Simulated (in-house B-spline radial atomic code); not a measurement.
# RPA and G0W0 on r2SCAN0: Mg5+

Configuration [He] 2s2 2p3, highest spin, mean-field start r2SCAN0. Computed with a B-spline radial code for spherical atoms: all electrons, non-relativistic, point nucleus, each spin shell either full or empty, empty states to l = 9 with an (l + 1/2)⁻⁴ tail; G0W0 by contour deformation at full frequency.

Command:
```bash
python run_gw.py task.json out
```
Settings (radii: box in bohr, nucleus in fm):
```
Z                        12
electrons                7
configuration            [He] 2s2 2p3
hamiltonian              nr
method                   r2scan0
lmax                     9
spin_polarised           True
box_radius               10.43
intervals                46
```

Time taken, with all properties: 1.2 s on 1 thread of Arm Neoverse N1 (shared host).

Energies (hartree):

```json
{"term": "mean-field total", "value": "-187.05847"}
{"term": "Hartree-Fock functional on these orbitals", "value": "-186.86484"}
{"term": "direct second order", "value": "-0.39733"}
{"term": "second-order exchange", "value": "0.18773"}
{"term": "SOSEX correction", "value": "0.17123"}
```

**Question.** What is the RPA correlation energy, and what remains with SOSEX?

**Answer.** RPA gives -0.35931 hartree (-1.4 eV per electron); RPA + SOSEX gives -0.18808, and the second-order doubles -0.2096 hartree (no singles). SOSEX takes back 48 % of the RPA value.

Quasi-particle levels (eV):

| level | occupied | mean field | Σx - vxc | Σc | QP weight | G0W0 |
| --- | --- | --- | --- | --- | --- | --- |
| 2p up | yes | -175.42 | -12.86 | ? | ? | ? |
| 2s down | yes | -191.32 | -8.28 | -2.64 | 0.973 | -202.24 |
| 1s down | yes | -1424.31 | -49.78 | 14.71 | 0.918 | -1459.38 |
| 2p down | no | -150.85 | 13.70 | -3.92 | 0.977 | -141.07 |

G0W0 = mean field + (Σx - vxc) + Σc, with Σc (partial-wave tail included) taken at the quasi-particle energy. Levels of low weight are left out.

**Question.** Where does G0W0 put 2p up?

**Answer.** At -186.88 eV, with Σc = 1.40 eV and a quasi-particle weight of 0.971. The tabulated removal energy is 186.76 ± 0.06 eV (NIST, semi-empirical); the calculation leaves out relativity, Breit and QED terms, and what these don't explain is the method's own error.
